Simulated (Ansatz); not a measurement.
`F[Si](Cl)(Cl)[GeH3]` → `F[Si]Cl` + `[Cl][GeH3]`  (silylene formation by 1,1-elimination)

Gas-phase electronic energies from Ansatz, PBE0-D4/def2-TZVP geometries. CCSD(T)/CBS adds triple-zeta CCSD(T) − MP2 to the extrapolated MP2 energy (def2 sets, frozen cores). This one scheme is used for every species. DFT in def2-TZVPP. For Ge outer-core shells are correlated without core-valence functions, which leaves a few kJ/mol of doubt a bond. Scalar relativity is left out up to krypton.

`F[Si](Cl)(Cl)[GeH3]`:

```xyz
8

F    -1.212   -1.867   -0.458
Si    0.141   -1.039   -0.381
Cl    1.404   -2.072    0.840
Cl    0.927   -1.001   -2.260
Ge   -0.257    1.150    0.437
H    -0.856    1.061    1.846
H    -1.229    1.871   -0.505
H     1.081    1.897    0.482
```

`F[Si]Cl`:

Cartesian coordinates in Å:
```
F 0.438 -1.305 0.020
Si -0.483 -0.136 0.614
Cl 0.045 1.441 -0.634
```

`[Cl][GeH3]`:

Cartesian coordinates in Å:
```
Cl 1.950 0.363 -0.210
Ge -0.157 -0.029 0.017
H -0.316 -0.952 1.229
H -0.632 -0.703 -1.274
H -0.845 1.321 0.238
```

| level | ΔE (kcal/mol) |
| --- | --- |
| PBE0-D4 | 48.0 |
| ωB97X-V | 46.5 |
| r2SCAN | 48.5 |
| BHLYP | 41.5 |

What does CCSD(T)/CBS give? (Estimate.)

Computed: +45.8 kcal/mol. The listed levels differ from it by 2.2, 0.7, 2.7, -4.3 kcal/mol.

Largest T1 diagnostic among the species: 0.014.

Leaving LDA and LC-ωPBE aside and taking each functional with its dispersion term where it has one, the values, not all of them listed here, spread over 10.7 kcal/mol, from BLYP-D4 to r2SCAN0-D4. LDA lies +8.9 kcal/mol from PBE without D4. In def2-TZVPP, CCSD(T) changes the Hartree–Fock value by +4.9 kcal/mol (the triples alone add +0.7 kcal/mol) and MP2 by +8.5 kcal/mol. At CCSD(T), def2-SVP lies −5.6 kcal/mol from the extrapolated value and def2-TZVPP −2.2 kcal/mol.
